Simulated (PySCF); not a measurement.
# Rotational lines of HgCl⁺

Lines J+1 ← J of the vibrational ground state, computed from RHF-CCSD(T) constants of HgCl⁺, ¹Σ⁺ (singlet), closed shell (basis Hg def2-SVP with ECP60, Cl def2-SVP; scalar-relativistic core potentials; PySCF 2.14; masses 201.9706 and 34.9689 u), in MHz:

```
J  ν (MHz)
2  19001.5
3  25335.2
4  31668.8
5  38002.2
6  44335.5
```

(1) Find B0 and the effective bond length r0; with αe = 0.000584 cm⁻¹, find Re.

Correlated steps freeze 5 core orbitals. Correlated levels converge slowly with the basis: in double zeta they bind strong bonds too weakly, by up to about 1 eV, and carry superposition errors of some tenths. These are scalar-relativistic numbers at best; spin–orbit coupling would shift them, the dissociation energy most. For an ion De counts to the pair picked by the measured ionisation energies or electron affinities, which need not be the lowest pair at this level. Where the molecule has an RHF reference, its open-shell atoms are computed with UHF. The CCSD T1 diagnostic is raised, a sign that a single reference may not be enough here.

## Answers

(1) ν = 2B0(J+1) − 4D(J+1)³ gives B0 = 0.10564 cm⁻¹. With the reduced mass μred = 29.808 u, r0 = √(16.8576/(μred·B0)) (u, cm⁻¹, Å) = 2.3138 Å. Be = B0 + αe/2 = 0.10593 cm⁻¹ gives Re = 2.311 Å.
